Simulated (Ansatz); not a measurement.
Two structures of Si$_{4}$H$_{13}$O$_{2}$F, closed shell, reached by relaxing down either side of one saddle point (PBE0-D4/def2-TZVP). Energies are electronic, without zero-point energy. Ansatz 0.2.0; basis: def2-TZVPP and def2-QZVPP; cores frozen in the correlated methods. Extrapolation: Hartree–Fock as exp(−7.88 √X), correlation as X^−2.97. First:

Si1  (-0.689, -0.856, -0.538)
Si2  (1.556, -0.233, -0.831)
Si3  (-1.435, -0.309, 1.618)
Si4  (-0.906, -3.159, -0.927)
F5  (-1.589, -0.106, -1.663)
H6  (0.146, 2.608, 0.096)
O7  (-0.584, 1.998, -0.107)
H8  (1.781, 3.713, 1.485)
O9  (1.738, 3.371, 0.588)
H10  (2.439, -1.405, -1.095)
H11  (1.692, 0.712, -1.972)
H12  (2.091, 0.434, 0.393)
H13  (-0.401, 0.449, 2.369)
H14  (-2.695, 0.475, 1.542)
H15  (-1.714, -1.561, 2.382)
H16  (-2.308, -3.628, -0.751)
H17  (-0.048, -3.857, 0.073)
H18  (-0.444, -3.543, -2.289)
H19  (-0.967, 2.278, -0.941)
H20  (2.337, 2.618, 0.567)
(Å)

Second:

```
20
angstrom
Si -1.5942 0.0548 -0.3879
Si 2.5966 -0.6866 0.1693
Si -0.9879 0.3146 1.8677
Si -0.9513 -1.9346 -1.4803
F -3.2051 0.0349 -0.4278
H -0.1346 2.6378 -0.1460
O -1.0845 1.3706 -1.2586
H 1.7924 0.3666 -0.5023
O 0.2319 2.9100 0.7060
H 1.6940 -1.7514 0.6739
H 3.5517 -1.2684 -0.8075
H 3.3414 -0.0845 1.3039
H -1.6441 1.4979 2.4703
H -1.5267 -0.9165 2.5182
H 0.4791 0.3225 2.0804
H -1.7800 -2.1022 -2.7075
H -1.1538 -3.1115 -0.5952
H 0.4779 -1.8810 -1.8907
H -1.2860 1.3975 -2.1964
H 1.1832 2.8295 0.6106
```

Task: Which bonds change from the first to the second?

Result: Si₄H₉F ([F][Si]([SiH3])([SiH3])[SiH3]) + H₂O + H₂O → Si₃H₇OF ([OH][Si]([F])([SiH3])[SiH3]) + SiH₄ + H₂O; bonds formed: Si1–O7, Si2–H8, H6–O9; bonds broken: Si1–Si2, H6–O7, H8–O9.

Task: Give the saddle point's structure and its height above each. (Judge from chemistry; the value comes from the calculation.)

Result: The calculation gives: 1.555 eV above the first and 2.386 eV above the second (CCSD(T) at an estimated basis limit (MP2 extrapolated from triple and quadruple zeta, plus CCSD(T) − MP2 in triple zeta)).
```csv
atom,x (Å),y (Å),z (Å)
Si1,-1.1131,-0.1631,-0.2078
Si2,1.7943,-0.4438,0.3121
Si3,-1.0029,-0.0443,2.1221
Si4,-0.5326,-1.9443,-1.6157
F5,-2.7418,-0.0997,-0.4754
H6,-0.0131,2.1312,-0.6230
O7,-0.9105,1.4036,-0.9969
H8,1.2120,1.5532,0.2026
O9,0.9532,2.5389,-0.0938
H10,1.3386,-1.8677,0.4456
H11,2.7900,-0.4870,-0.8150
H12,2.6384,-0.2391,1.5399
H13,-0.6807,1.3708,2.4617
H14,-2.2997,-0.3894,2.7740
H15,0.0575,-0.9320,2.6603
H16,-1.5540,-1.9894,-2.7014
H17,-0.5956,-3.2175,-0.8522
H18,0.8080,-1.7932,-2.2352
H19,-1.7713,1.8021,-1.1695
H20,1.6232,2.8107,-0.7324
```

The T1 diagnostic stays at or below 0.014.

Labels in which every atom is bracketed show which atoms are joined, not bond orders.

For scale, one of the runs: CCSD(T)/def2-TZVPP, 443 basis functions, launched by `ansatz run in.yaml --threads 4 --pin off --events-out ev --progress --plain --max-ram 46080MiB --backend cuda --devices 0, --max-vram 37GiB`. Time: 27 s of wall clock on 4 CPU threads of an AMD EPYC 7R13 and a share of one NVIDIA H100; the host was shared. Peak host memory: 1.1 GiB.
